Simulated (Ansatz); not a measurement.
Reaction (hydrogenolysis of the Si–O bond): `O[SiH](Cl)[SiH](Cl)Cl` + H₂ → `Cl[SiH2][SiH](Cl)Cl` + H₂O

Isolated molecules relaxed with PBE0-D4/def2-TZVP in Ansatz; ΔE leaves out vibrations. CBS: MP2 limit from def2 TZ/QZ plus the TZ coupled-cluster correction, frozen cores. This one scheme is used for every species. DFT in def2-TZVPP. B3LYP here is the variant with VWN-RPA as its local correlation; programs differ in this. Each species was taken in one conformer, which may not be the lowest.

`O[SiH](Cl)[SiH](Cl)Cl`:

```xyz
9

O     0.967   -1.610   -0.888
Si   -0.367   -0.673   -0.767
Cl   -0.563    0.596   -2.369
Si   -0.182    0.710    1.119
Cl   -1.578    2.204    1.082
Cl    1.711    1.513    1.008
H     1.823   -1.175   -0.862
H    -1.521   -1.595   -0.752
H    -0.290    0.029    2.429
```

H₂:

Cartesian coordinates in Å:
```
H 0.243 -0.009 -0.283
H -0.243 0.009 0.283
```

`Cl[SiH2][SiH](Cl)Cl`:

Z-matrix (Å, degrees):
```
Si
Si 1 2.338
Cl 1 2.056 2 108.2
H 1 1.482 2 110.0 3 -119.0
H 1 1.484 2 110.6 3 118.9
Cl 2 2.052 1 107.6 3 -178.5
Cl 2 2.047 1 109.1 3 62.5
H 2 1.480 1 114.7 3 -58.5
```

H₂O:

Z-matrix (Å, degrees):
```
O
H 1 0.960
H 1 0.960 2 105.1
```

```
             level  ΔE (kcal/mol)  difference from CCSD(T)/CBS
            PBE-D4           18.5                          0.0
         r2SCAN-D4           20.6                          2.1
           ωB97X-V           19.0                          0.5
           ωB97M-V           19.6                          1.1
            B2PLYP           18.8                          0.3
             B3LYP           17.6                         -0.9
   CCSD/def2-TZVPP           17.6                         -0.9
    MP2/def2-QZVPP           20.2                          1.7
SCS-MP2/def2-QZVPP           19.3                          0.8
      HF/CBS(def2)           16.4                         -2.1
       CCSD(T)/CBS           18.5                            0
```

Largest T1 diagnostic among the species: 0.011.

The D4 term adds +2.1 kcal/mol with B3LYP and +1.2 kcal/mol with PBE0; it sums over pairs of atoms, weighted by their polarisabilities, and B3LYP, whose exchange is more repulsive, gets the larger term. In def2-TZVPP, CCSD(T) changes the Hartree–Fock value by +2.1 kcal/mol (the triples alone add +0.8 kcal/mol) and MP2 by +3.8 kcal/mol.
